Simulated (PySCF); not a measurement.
## Energy of Sc²⁺ (scandium, charge +2) between two integer charges

The 3d alpha orbital of [Ar] 3d1 is emptied in steps (occupation f), with all orbitals relaxed, ending at [Ar]. All numbers are calculated (PySCF 2.14, scalar relativity by spin-free X2C-1e, in aug-cc-pVTZ-DK (8s7p5d3f2g, 93 functions)). The exact energy is a straight line in f; departures are measured from the line between the end points of the same method.

Problem. Among PBE0, r2SCAN, LC-wPBE, which shows the largest delocalisation error (convex curve), and which is closest to linear?

Solution. Most convex: r2SCAN (-1.525 eV at f = 0.4); closest to linear: LC-wPBE (-0.503 eV).

```csv
f,PBE0 (eV),r2SCAN (eV),LC-wPBE (eV)
1,0.000,0.000,0.000
0.8,-0.782,-1.006,-0.327
0.6,-1.180,-1.518,-0.497
0.4,-1.187,-1.525,-0.503
0.2,-0.795,-1.019,-0.339
0,0.000,0.000,0.000
```

```json
{"method": "PBE0", "E(f=0) − E(f=1) (eV)": "25.173", "−ε at f=1 (eV)": "20.317", "−ε at f=0.4 (eV)": "26.133"}
{"method": "r2SCAN", "E(f=0) − E(f=1) (eV)": "25.097", "−ε at f=1 (eV)": "18.849", "−ε at f=0.4 (eV)": "26.339"}
{"method": "LC-wPBE", "E(f=0) − E(f=1) (eV)": "25.291", "−ε at f=1 (eV)": "23.277", "−ε at f=0.4 (eV)": "25.678"}
```

Reference removal energy between the ground levels: 24.757 eV (measured; NIST Atomic Spectra Database, ionization energies). The calculation has no spin-orbit coupling.
